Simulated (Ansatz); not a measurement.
Compare A (`CSC1O[SiH2]1`) with its isomer B (`[SiH3]O/C=C\S`).

Program: Ansatz. Geometries: PBE0-D4/def2-TZVP. ΔE: electronic, gas phase. CCSD(T)/CBS is the MP2 limit (def2-TZVPP, def2-QZVPP) plus CCSD(T) − MP2 in def2-TZVPP, frozen cores. Functionals use def2-TZVPP. B3LYP here is the variant with VWN-RPA as its local correlation; programs differ in this. Each species was taken in one conformer, which may not be the lowest.

(1) Which is lower in electronic energy at CCSD(T)/CBS, and by how much? (An estimate is asked.)

(2) Give E(B) − E(A) in kJ/mol with PBE0-D4, MP2/def2-TZVPP, B3LYP-D4, r2SCAN-D4, PBE-D4, ωB97M-V, CCSD/def2-TZVPP. (An estimate is asked.)

Largest T1 diagnostic: 0.014.

Results:

(1) The calculation gave: B, by 60.4 kJ/mol.

(2) Computed: PBE0-D4 -51.7, MP2/def2-TZVPP -55.5, B3LYP-D4 -71.6, r2SCAN-D4 -54.9, PBE-D4 -46.9, ωB97M-V -57.2, CCSD/def2-TZVPP -69.4. None reverses the order clearly.

From PBE to PBE0 (25 % exact exchange), in def2-TZVPP and without D4, E(B) − E(A) moves by −4.5 kJ/mol. In def2-TZVPP, CCSD(T) changes the Hartree–Fock value by +34.9 kJ/mol (the triples alone add +4.1 kJ/mol) and MP2 by +44.6 kJ/mol.
